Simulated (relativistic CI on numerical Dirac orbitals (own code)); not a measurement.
W³⁺: calculation against measurement

Method of calculation: Dirac-Coulomb-Breit CI, KLI orbitals optimised for each configuration, a model potential for QED, valence Slater integrals scaled by 0.85, P86 correlation energy added to each configuration (own radial code, finite nucleus).

Configurations in the expansion (outside the closed core [Kr] 4d10 4f14 5s2): 5p⁶5d³, 5p⁶5d²6s, 5p⁶5d²6p, 5p⁶5d²5f, 5p⁶5d6s6p, 5p⁶5d²5g, 5p⁶5d²6d, 5p⁶5d²7s, 5p⁶5d²7p, 5p⁵5d⁴, 5p⁶5d²8s, 5p⁶5d²7d, 5p⁶5d²6f, 5p⁶5d²8p, 5p⁶5d5f6s, 5p⁶5d²8d, 5p⁶5d6p7s, 5p⁵5d³5f, 5p⁵5d³5g, 5p⁶5d6s², 5p⁶6s²6p, 5p⁶5f6s², 5p⁶5g6s², 5p⁶6s²6d, 5p⁶6s²7s, 5p⁶5d5f², 5p⁶5f²6s, 5p⁶5f²6p, 5p⁶5f³, 5p⁶5f²5g, 5p⁶5f²6d, 5p⁶5f²7s, 5p⁶5d6p², 5p⁶6s6p², 5p⁶6p³, 5p⁶5f6p², 5p⁶5g6p², 5p⁶6p²6d, 5p⁶6p²7s, 5p⁶5d6s7s, 5p⁶6s6p7s, 5p⁶5f6s7s, 5p⁶5g6s7s, 5p⁶6s6d7s, 5p⁶6s7s², 5p⁶5d5g², 5p⁶5g²6s, 5p⁶5g²6p, 5p⁶5f5g², 5p⁶5g³, 5p⁶5g²6d, 5p⁶5g²7s, 5p⁶5d5g6s, 5p⁶5g6s6p, 5p⁶5f5g6s, 5p⁶5g6s6d, 5p⁶5d5f6p, 5p⁶5f6s6p, 5p⁶5f5g6p, 5p⁶5f6p6d, 5p⁶5f6p7s. Double excitations out of closed p, d and f shells are left out; levels of such configurations are missing from the list, as are those of other unlisted configurations, and high levels can miss mixing partners. These lack a partner that the ground configuration has and come out too high: 5p⁶5d²7p, 5p⁶5d²8s, 5p⁶5d²7d, 5p⁶5d²6f, 5p⁶5d²8p.

| Configuration | Term (tabulated) | J | Measured (cm⁻¹) | Computed | Error | Purity (%) |
| --- | --- | --- | --- | --- | --- | --- |
| 5p⁶5d³ | 4F | 3/2 | 0.0 | 0 | 0 | 90 |
| 5p⁶5d³ | 4F | 5/2 | 3537.5 | 2985 | -552 | 96 |
| 5p⁶5d³ | 4F | 7/2 | 6744.6 | 5888 | -856 | 93 |
| 5p⁶5d³ | 4F | 9/2 | 9256.4 | 8354 | -902 | 78 |
| 5p⁶5d³ | 4P | 1/2 | 11772.9 | 11955 | 183 | 62 |
| 5p⁶5d³ | 2G | 7/2 | 15260.9 | 14671 | -590 | 91 |
| 5p⁶5d³ | 4P | 5/2 | 17189.9 | 16704 | -486 | 91 |
| 5p⁶5d³ | 2P | 1/2 | 18364.8 | 17982 | -382 | 58 |
| 5p⁶5d³ | 2H | 11/2 | 22223.1 | 21202 | -1021 | 100 |
| 5p⁶5d³ | 2D | 5/2 | 22766.4 | 22302 | -464 | 85 |
| 5p⁶5d³ | 2F † | 5/2 | 27937.6 | 28095 | 157 | 85 |
| 5p⁶5d³ | 2F † | 7/2 | 28412.1 | 28268 | -144 | 93 |
| 5p⁶5d²6s | 4F | 3/2 | 32692.4 | 37893 | 5201 | 95 |
| 5p⁶5d²6s | 4F | 5/2 | 35093.8 | 40018 | 4924 | 91 |
| 5p⁶5d²6s | 4F | 7/2 | 39029.7 | 43623 | 4593 | 97 |
| 5p⁶5d²6s | 4F | 9/2 | 43224.4 | 47489 | 4265 | 96 |
| 5p⁶5d³ | 2D | 5/2 | 43286.6 | 43087 | -200 | 89 |
| 5p⁶5d²6s | 4P | 1/2 | 45516.9 | 50494 | 4977 | 95 |
| 5p⁶5d²6s | 4P | 3/2 | 47679.6 | 52349 | 4669 | 91 |
| 5p⁶5d²6s | 2D | 3/2 | 51860.4 | 56448 | 4587 | 74 |
| 5p⁶5d²6s | 2F | 7/2 | 52828.2 | 57221 | 4393 | 68 |
| 5p⁶5d²6s | 2D | 5/2 | 56415.5 | 60372 | 3956 | 59 |
| 5p⁶5d²6s | 2G | 9/2 | 57050.1 | 61391 | 4341 | 94 |
| 5p⁶5d²6s | 2G | 7/2 | 58372.5 | 62578 | 4206 | 72 |
| 5p⁶5d²6s | 2P | 1/2 | 59628.2 | 64236 | 4607 | 88 |
| 5p⁶5d²6s | 2P | 3/2 | 64681.0 | 68736 | 4055 | 84 |
| 5p⁶5d²6s | 2S | 1/2 | 77607.9 | 81179 | 3571 | 92 |
| 5p⁶5d²6p | 4G° | 5/2 | 85290.0 | 89543 | 4253 | 65 |
| 5p⁶5d6s² | 2D | 3/2 | 87172.2 | 94545 | 7373 | 94 |
| 5p⁶5d²6p | 4G° | 7/2 | 92845.7 | 96398 | 3552 | 79 |
| 5p⁶5d6s² | 2D | 5/2 | 94725.1 | 101530 | 6805 | 95 |
| 5p⁶5d²6p | 4D° | 1/2 | 98463.7 | 102451 | 3987 | 66 |
| 5p⁶5d²6p | 4G° | 9/2 | 99028.3 | 102296 | 3268 | 59 |
| 5p⁶5d²6p | 2D° | 3/2 | 100449.9 | 103290 | 2840 | 56 |
| 5p⁶5d²6p | 4D° | 5/2 | 103216.5 | 106649 | 3433 | 58 |
| 5p⁶5d²6p | 4D° | 1/2 | 103682.4 | 107064 | 3382 | 82 |
| 5p⁶5d²6p | 2G° | 7/2 | 106730.4 | 109750 | 3020 | 55 |
| 5p⁶5d²6p | 2G° | 7/2 | 108872.0 | 114509 | 5637 | 56 |
| 5p⁶5d²6p | 4D° | 3/2 | 108922.3 | 111775 | 2852 | 74 |
| 5p⁶5d²6p | 4G° | 11/2 | 109190.3 | 111453 | 2262 | 96 |
| 5p⁶5d²6p | 2F° | 5/2 | 110658.5 | 113746 | 3087 | 61 |
| 5p⁶5d²6p | 4P° | 3/2 | 113533.1 | 116503 | 2970 | 61 |
| 5p⁶5d²6p | 2G° | 9/2 | 115422.9 | 118152 | 2729 | 83 |

Measured levels from measured levels as listed in J. Phys. B 45, 035001 (2012); pairs were made by configuration, J and term (by order where the table uses no LS term), so strongly mixed levels may be paired wrongly.

Mean error by configuration (cm⁻¹): 5p⁶5d³ -527; 5p⁶5d²6s 4453; 5p⁶5d²6p 3377; 5p⁶5d6s² 7089. Over the excited levels the mean absolute error is 3236 cm⁻¹ (42 of the 69 excited levels that our extract of the source holds in range could be paired, and the others can miss by more), and the median relative error of those above 1,000 cm⁻¹ is 4.8 %. Some levels of the ground configuration have no partner. † marks terms whose computed intervals miss the measured ones by more than a factor of 2.5, or configurations far off the rest, from wrong mixing, a near crossing or a doubtful label or measurement; they are left out of the means.
